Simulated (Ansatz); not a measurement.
The inner images of a band of ClFGaH$_{3}$ (6 atoms, charge 0, multiplicity 1) are given out of order.

All numbers below come from RKS B3LYP-D4/def2-SVP (Ansatz).

Image 0:

```xyz
6
Properties=species:S:1:pos:R:3
Ga 0.208 0.194 0.240
H 0.139 1.123 1.486
H 1.322 -0.083 -0.812
Cl -1.831 -0.460 -0.467
F 0.025 -1.802 1.192
H -0.837 -1.860 0.779
```

Image 6:

```xyz
6
Properties=species:S:1:pos:R:3
Ga 0.012 -0.732 -0.375
H -0.258 0.501 1.934
H 1.292 0.072 -0.701
Cl -1.961 -0.256 -1.077
F 0.097 -2.240 0.523
H -0.155 -0.233 2.114
```

**Question.** Put them in order from the first end to the last, with their energies above the first end.
A.
```xyz
6
Properties=species:S:1:pos:R:3
Ga 0.147 0.192 0.108
H 0.083 0.976 1.458
H 1.333 -0.065 -0.869
Cl -1.857 -0.207 -0.722
F 0.114 -1.830 1.127
H -0.794 -1.953 1.315
```
B.
```xyz
6
Properties=species:S:1:pos:R:3
Ga -0.035 0.017 -0.054
H -0.145 0.501 1.458
H 1.265 -0.053 -0.906
Cl -1.957 -0.118 -1.056
F 0.009 -1.922 1.133
H -0.111 -1.313 1.841
```
C.
```xyz
6
Properties=species:S:1:pos:R:3
Ga -0.044 -0.270 -0.106
H -0.170 0.209 1.599
H 1.305 0.018 -0.807
Cl -1.988 -0.163 -1.022
F 0.021 -1.857 1.088
H -0.097 -0.825 1.665
```
D.
```xyz
6
Properties=species:S:1:pos:R:3
Ga 0.042 0.139 0.001
H -0.043 0.840 1.402
H 1.286 -0.091 -0.912
Cl -1.911 -0.119 -0.951
F 0.089 -1.877 1.056
H -0.437 -1.780 1.821
```
E.
```xyz
6
Properties=species:S:1:pos:R:3
Ga -0.009 -0.569 -0.233
H -0.212 0.288 1.768
H 1.300 0.075 -0.749
Cl -1.971 -0.181 -1.021
F 0.062 -2.017 0.812
H -0.143 -0.483 1.840
```

**Answer.** A (+13.4 kJ/mol), D (+20.7 kJ/mol), B (+27.2 kJ/mol), C (+70.5 kJ/mol), E (-8.4 kJ/mol).

Run time: 3.1 min on 1 thread of Arm Neoverse V1 (shared host), peak memory 0.16 GiB.
